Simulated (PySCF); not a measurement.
The same gas-phase reaction for F, Cl, Br, I:
- GeF₂ + 2 H₂ → GeH₂ + 2 HF
- GeCl₂ + 2 H₂ → GeH₂ + 2 HCl
- GeBr₂ + 2 H₂ → GeH₂ + 2 HBr
- GeI₂ + 2 H₂ → GeH₂ + 2 HI

Computed with PySCF (xtb for GFN2) and rigid-rotor harmonic-oscillator thermochemistry at 1 bar. † marks an energy on the PBE0/def2-TZVP geometry and frequencies; other levels use their own. CCSD(T) freezes the core. All species are closed-shell singlets. I: scalar-relativistic def2 core potential, no spin-orbit coupling. Br, Ge: all electrons, no relativistic terms. GeH₂: computed as isolated molecules; such fragments, hydroxides, amides, oligomers or adducts are transient or little studied in the gas. CCSD(T) isn't extrapolated to the basis-set limit.

ΔH°(298 K) in kJ, by level:

```tsv
level	F	Cl	Br	I
ωB97M-V/def2-TZVP†	253.7	…	244.5	237.0
CCSD(T)/def2-SVP†	225.9	…	204.6	209.0
ωB97X-V/def2-TZVP†	257.2	…	238.6	230.3
PBE0/def2-QZVP†	225.6	…	244.0	246.8
CCSD(T)/def2-TZVPP†	224.7	216.1	229.6	226.3
PBE/def2-SVP	275.7	…	246.5	251.2
GFN2-xTB	379.0	…	269.8	237.7
```

Task: Some entries are withheld; supply them.

Result: 
- ωB97M-V/def2-TZVP†, Cl: 235.9
- CCSD(T)/def2-SVP†, Cl: 195.6
- ωB97X-V/def2-TZVP†, Cl: 231.0
- PBE0/def2-QZVP†, Cl: 226.7
- PBE/def2-SVP, Cl: 244.3
- GFN2-xTB, Cl: 282.3
